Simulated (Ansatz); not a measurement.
Total energies of Cd₃⁻ from Ansatz at PBE0/def2-TZVPD, gas phase (1 Eh = 27.2114 eV = 2625.5 kJ/mol). The reference geometry is relaxed at r2SCAN/def2-TZVPD.

| atom | x (Å) | y (Å) | z (Å) |
| --- | --- | --- | --- |
| Cd1 | 0.457 | -0.765 | 1.455 |
| Cd2 | -1.610 | -0.112 | -0.554 |
| Cd3 | 1.153 | 0.877 | -0.901 |

```tsv
state	geometry	energy (Eh)
charge -1 doublet	reference	-503.34396
charge 0 singlet	reference	-503.32536
charge -1 quartet	relaxed at r2SCAN/def2-TZVPD	-503.27751
```

In the def2 sets Cd takes a core potential; there is no spin–orbit coupling.

(1) Work out the vertical ionisation energy to the singlet.

(2) Which of the charge -1 states is lowest, and how far above it are the others?

(1) E(charge 0 singlet) − E(charge -1 doublet) = -503.32536 − (-503.34396) = 0.01860 Eh = 0.51 eV. For comparison, −ε of the highest occupied level of the spin that leaves is -0.82 eV at this level, 1.33 eV less.

(2) The doublet. quartet: -503.27751 − (-503.34396) = 0.06645 Eh = 174.5 kJ/mol. The quartet differs in its bonds from the reference.

At PBE0/def2-TZVPD the highest occupied level of the charge -1 doublet lies above zero (up to 0.82 eV). By energy differences its removal costs 0.51 eV (vertical, to the charge 0 singlet, at PBE0/def2-TZVPD); a positive level beside a positive removal energy at the same level points to self-interaction error. At PBE0/def2-TZVPD the highest occupied level of the charge -1 quartet lies above zero (up to 0.64 eV). It is a level of α spin, whose loss leaves a triplet; that state wasn't run at this geometry and level. The electron is either unbound and held by the finite basis, or the level is raised by self-interaction error. 

The structure comes from a short search, and lower isomers may exist.
